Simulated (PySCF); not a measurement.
# Copper: a sound run and one with changed settings

Sound run: Cu [Ar] 3d10 4s1, Cu⁺ [Ar] 3d10. Computed with PySCF 2.14 in aug-cc-pVDZ-DK, with the spin-free X2C one-electron Hamiltonian (Gaussian nucleus). The sound run starts from symmetry-adapted Hartree-Fock orbitals and uses a fine grid where one is needed.

Changed run: initial guess sap, at most 5 SCF cycles. This setting is unsound on purpose.

| species | method | sound run (hartree) | changed run (hartree) | converged |
| --- | --- | --- | --- | --- |
| Cu | UHF | -1653.14863 | -1653.14863 | no |
| Cu | M06-2X | -1654.77625 | -1654.77625 | no |
| Cu | BP86 | -1655.06271 | -1655.06266 | no |
| Cu⁺ | UHF | -1652.90651 | -1652.90651 | no |
| Cu⁺ | M06-2X | -1654.48875 | -1654.48875 | no |
| Cu⁺ | BP86 | -1654.74669 | -1654.74669 | no |

The SCF was stopped early; the energies are upper bounds that still move, and correlated levels were skipped or rest on poor orbitals.
